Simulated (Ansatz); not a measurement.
Reaction (formal hydrolysis of the Si–C bond): `C=C[SiH](Cl)/C=C\[SiH](Cl)Cl` + H₂O → `C=C[SiH](O)Cl` + `C=C[SiH](Cl)Cl`

Isolated molecules relaxed with PBE0-D4/def2-TZVP in Ansatz; ΔE leaves out vibrations. CCSD(T)/CBS adds triple-zeta CCSD(T) − MP2 to the extrapolated MP2 energy (def2 sets, frozen cores). This one scheme is used for every species. One conformer a species, not always the lowest.

```tsv
species	CCSD(T)/CBS(def2) energy (Eh)
`C=C[SiH](Cl)/C=C\[SiH](Cl)Cl`	-2114.04944
H₂O	-76.37941
`C=C[SiH](O)Cl`	-903.23363
`C=C[SiH](Cl)Cl`	-1287.23514
```

Work out ΔE.

ΔE = (-903.23363) + (-1287.23514) − (-2114.04944) − (-76.37941) = -0.03992 Eh = -104.8 kJ/mol.

Largest T1 diagnostic among the species: 0.011.

From PBE to PBE0 (25 % exact exchange), in def2-TZVPP and without D4, ΔE moves by −3.3 kJ/mol. The D4 term adds +25.3 kJ/mol with B3LYP and +15.4 kJ/mol with PBE0; it sums over pairs of atoms, weighted by their polarisabilities, and B3LYP, whose exchange is more repulsive, gets the larger term. Leaving LDA and LC-ωPBE aside and taking each functional with its dispersion term where it has one, the values, not all of them listed here, spread over 32.9 kJ/mol, from B2PLYP to revPBE-D4. LDA lies +9.0 kJ/mol from PBE without D4.

B3LYP here is the variant with VWN-RPA as its local correlation; programs differ in this.
